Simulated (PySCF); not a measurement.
SMILES N#C/C=C\S (C3H3NS) (B3LYP/def2-SVP optimised geometry):

```
8

N      2.211    -0.886     0.000
C      1.048    -0.912     0.000
C     -0.377    -0.912     0.000
C     -1.120     0.220     0.000
S     -0.598     1.883     0.000
H     -0.879    -1.883     0.000
H     -2.211     0.133     0.000
H      0.737     1.642     0.001
```

Level of theory: PySCF with B3LYP/def2-TZVP.

### Question
What are the frontier orbital energies and the dipole moment?

### Answer
HOMO-2 -9.49 eV, HOMO-1 -9.30 eV, HOMO -7.06 eV, LUMO -1.92 eV, LUMO+1 -0.38 eV; dipole moment 3.58 D.

Meta-Löwdin charges at B3LYP/def2-TZVP: N1 -0.23, C2 0.10, C3 -0.19, C4 -0.16, S5 0.07, H6 0.15, H7 0.15, H8 0.11.
